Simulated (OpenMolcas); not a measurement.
V4+ (d1) among equal point charges was computed by CASSCF with the d shell active (OpenMolcas, ANO-RCC-VDZP on the metal). Its lowest spin-free states, and all those of the highest spin:

```tsv
2S+1	Degeneracy	E (cm-1)
2	1	0.0
2	2	1970
2	2	8209
```

Q: Is the site octahedral, tetrahedral or cube-like, axial, or of lower symmetry?

A: The states with 2S+1 = 2 have orbital degeneracies 1, 2, 2. There are pairs but no triples, so the site is axial: not cubic, but with a proper or improper axis of order three or more. The run had V4+ among 6 point charges of -2.2 e arranged as a trigonal antiprism (D3d), 1.84 Å from the ion, with a polar angle of 57.5° against the regular 54.74°. The active orbitals were held to one l.

This is an electrostatic model: the charges have no orbitals. No measured value stands beside these numbers.
